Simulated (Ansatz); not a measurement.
Two isomers of C2H8BNSi: A = `C=C[SiH2]BN`, B = `CN1CB[SiH2]1`.

Calculated with Ansatz (gas phase, PBE0-D4/def2-TZVP geometries, no zero-point term in ΔE). CBS: MP2 limit from def2 TZ/QZ plus the TZ coupled-cluster correction, frozen cores. Functionals use def2-TZVPP. B3LYP here is the variant with VWN-RPA as its local correlation; programs differ in this. Each species was taken in one conformer, which may not be the lowest.

A:

Z-matrix (Å, degrees):
```
Si
C 1 1.868
B 1 2.020 2 112.0
H 1 1.498 2 108.9 3 121.7
H 1 1.493 2 107.3 3 -122.2
C 2 1.330 1 123.9 3 115.7
H 2 1.090 1 118.3 3 -62.8
N 3 1.386 1 120.6 2 119.5
H 3 1.200 1 121.9 2 -60.2
H 6 1.087 2 122.2 1 -178.6
H 6 1.086 2 121.7 1 1.5
H 8 1.007 3 123.3 1 -180.0
H 8 1.007 3 123.3 1 0.5
```

B:

Z-matrix (Å, degrees):
```
C
N 1 1.428
H 1 1.100 2 111.9
H 1 1.100 2 111.8 3 -120.4
H 1 1.092 2 110.3 3 119.9
C 2 1.464 1 121.0 3 60.4
Si 2 1.729 1 138.7 3 -118.1
B 6 1.578 2 98.6 1 -179.6
H 6 1.106 2 113.6 1 -60.0
H 6 1.106 2 113.6 1 60.6
H 7 1.498 2 116.0 1 61.4
H 7 1.498 2 115.9 1 -62.6
H 8 1.190 6 128.9 2 -179.6
```

Task: Which is lower in electronic energy at CCSD(T)/CBS, and by how much? (Best estimate.)

Result: Computed: A, by 162.7 kJ/mol.

Task: Give E(B) − E(A) in kJ/mol with CCSD(T)/def2-TZVPP, B3LYP, MP2/def2-TZVPP, ωB97M-V, CCSD/def2-TZVPP, PBE0-D4, r2SCAN-D4. (Estimate.)

Result: The calculation gave: CCSD(T)/def2-TZVPP 164.0, B3LYP 170.7, MP2/def2-TZVPP 157.0, ωB97M-V 155.8, CCSD/def2-TZVPP 161.3, PBE0-D4 145.9, r2SCAN-D4 157.4. None reverses the order clearly.

Largest T1 diagnostic: 0.013.

The D4 term adds −5.1 kJ/mol with B3LYP and −2.5 kJ/mol with PBE0; it sums over pairs of atoms, weighted by their polarisabilities, and B3LYP, whose exchange is more repulsive, gets the larger term. From PBE to PBE0 (25 % exact exchange), in def2-TZVPP and without D4, E(B) − E(A) moves by −8.7 kJ/mol.
